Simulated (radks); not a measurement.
Effect of the nuclear size on the argon ion Ar+, [Ne] 3s2 3p5. Method: Dirac Kohn-Sham, BLYP, spin-unpolarised, spherical densities, finite nucleus; open shells fill j = l - 1/2 first; Fermi nuclear charge, rms radius 3.4274 fm; computed with a radial shooting solver on a logarithmic mesh with Libxc functionals. The rms radius is varied about that value; shifts are against it.

rms radius (fm)	total energy shift (eV)	density at nucleus (e/bohr^3)	1s1/2 shift (meV)	2s1/2 shift (meV)
2.8859	-0.00542	4357	-2.28	-0.172
3.1532	-0.00286	4349	-1.20	-0.091
3.4274	0	4341	0.000	0.000
3.6742	0.00277	4334	1.17	0.088
3.7941	0.00419	4331	1.76	0.133

Slopes of the eigenvalues against <r^2> in GHz/fm^2, as finite differences over the two radii next to the reference (eigenvalue slopes, not the field-shift constants of lines): 1s1/2 161, 2s1/2 12.1.
